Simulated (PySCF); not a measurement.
Run record: geometry optimisation, `Br[Si](Br)(I)I`.

Computed with PBE0-D3(BJ)/def2-SVP geometry optimisation, gas phase, def2 core potentials past Kr (PySCF 2.14.0). Start geometry: GFN2-xTB. A driver script takes a list of jobs; this job's settings line and coordinates (Å) are shown.

Input:
```
{"job": {"xc": "PBE0", "basis": "def2-SVP", "d3": "d3bj", "grid": 1, "maxiter": 30, "shake": 0.01, "kind": "geom"}, "charge": 0, "multiplicity": 1}
Br     0.068760    -1.056640     1.994600
Si    -0.006380     0.014730     0.033120
Br    -0.222690     2.196730     0.395410
I      2.128190    -0.411140    -1.182780
I     -1.934300    -0.777660    -1.278230
```

Output:
```
step   0  E = -6031.98732087  max force = 0.011916
step   1  E = -6031.98690347  max force = 0.006750
step   2  E = -6031.98849556  max force = 0.004036
step   3  E = -6031.98877238  max force = 0.001313
step   4  E = -6031.98879173  max force = 0.000340
step   5  E = -6031.98879419  max force = 0.000243
optimisation converged
```

Energies in Eh; «max force» is the largest Cartesian gradient component in Eh/bohr.

Give the first gradient maximum in eV/Å.

With 1 Eh/bohr = 51.422 eV/Å, 0.613 eV/Å.

How much energy does the optimisation release, in kcal/mol?

E(step 0) − E(last step) = 0.001473 Eh, which is 0.9 kcal/mol.

In short: final energy -6031.98879 Eh after 5 steps; dipole 0.36 D.

The run took 82 s of wall time on an AMD EPYC 7R43 with one thread, shared host with 256 logical CPUs at a one-minute load of 65, and the process peaked at 0.68 GiB of memory.
Labels such as C1 count atoms from 1, the log's own numbers from 0.
